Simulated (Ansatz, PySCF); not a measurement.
System: sum formula H10Si4O, charge 0, multiplicity 1. 
Structure (B3LYP-D3(BJ)/def2-TZVP (Ansatz, a quantum-chemistry and plane-wave program) minimum search):
SMILES: O[Si]([SiH3])([SiH3])[SiH3]
```xyz
15

O     -0.2888    -0.1770     2.0109
Si    -0.0599    -0.0316     0.3602
Si     2.2573    -0.0171     0.0097
Si    -0.9936     1.9605    -0.4772
Si    -1.0209    -1.8310    -0.8148
H     -1.1926    -0.1995     2.3369
H      2.8793    -1.2764     0.4850
H      2.8966     1.1295     0.6992
H      2.4967     0.1112    -1.4498
H     -2.4470     2.0198    -0.1721
H     -0.3460     3.1569     0.1152
H     -0.8227     2.0047    -1.9509
H     -0.8487    -1.6165    -2.2734
H     -0.3911    -3.1223    -0.4440
H     -2.4753    -1.9226    -0.5232
```

PBE beside other levels, property by property. Cores are frozen in the correlated levels unless marked. Open shells are spin-unrestricted. Spin-orbit coupling is left out. Non-relativistic. CBS marks a two-point X^-3 extrapolation of the correlation energy; Hartree-Fock from the larger set. Rows marked 298 K are enthalpies with B3LYP-D3(BJ) harmonic zero-point and thermal terms. Atomisation energies are electronic, to ground-state atoms; the column to compare with has the core term from cc-pwCVTZ added, other frozen-core levels have none. Frequencies are from Ansatz or PySCF. The coupled-cluster column (Ansatz) is a level with limits of its own: CCSD(T)/CBS(cc-pV(T+d)Z,cc-pV(Q+d)Z).

```csv
property,PBE/def2-TZVPD (Ansatz),SVWN5/def2-TZVPD (Ansatz),r2SCAN-D4/def2-TZVPD (Ansatz + dftd4),RPA@PBE/cc-pV(Q+d)Z (Ansatz),coupled cluster
"H-Si bond dissociation enthalpy, 298 K, to O[Si]([SiH2])([SiH3])[SiH3] + H atom (kcal/mol)",82.0,91.2,83.1,86.1,88.0
"H-O bond dissociation enthalpy, 298 K, to [O][Si]([SiH3])([SiH3])[SiH3] + H atom (kcal/mol)",98.9,111.3,101.6,104.2,111.2
"proton affinity at O, enthalpy at 298 K, to [OH2+][Si]([SiH3])([SiH3])[SiH3] (kcal/mol)",189.2,182.8,188.3,193.5,189.1
"Si-Si bond dissociation enthalpy, 298 K, to O[Si]([SiH3])[SiH3] + [SiH3] (SiH3) (kcal/mol)",66.0,77.1,66.3,67.8,72.8
atomisation energy (kcal/mol),1073.0,1208.5,1092.0,1042.4,1097.7
```

As the rows show:
- H-Si bond dissociation enthalpy, 298 K, to O[Si]([SiH2])([SiH3])[SiH3] + H atom: PBE lies 6.0 kcal/mol below coupled cluster.
- H-O bond dissociation enthalpy, 298 K, to [O][Si]([SiH3])([SiH3])[SiH3] + H atom: PBE lies 12.3 kcal/mol below coupled cluster.
- proton affinity at O, enthalpy at 298 K, to [OH2+][Si]([SiH3])([SiH3])[SiH3]: PBE agrees within rounding with coupled cluster.
- Si-Si bond dissociation enthalpy, 298 K, to O[Si]([SiH3])[SiH3] + [SiH3] (SiH3): PBE lies 6.8 kcal/mol below coupled cluster.
- atomisation energy: PBE lies 24.7 kcal/mol below coupled cluster.
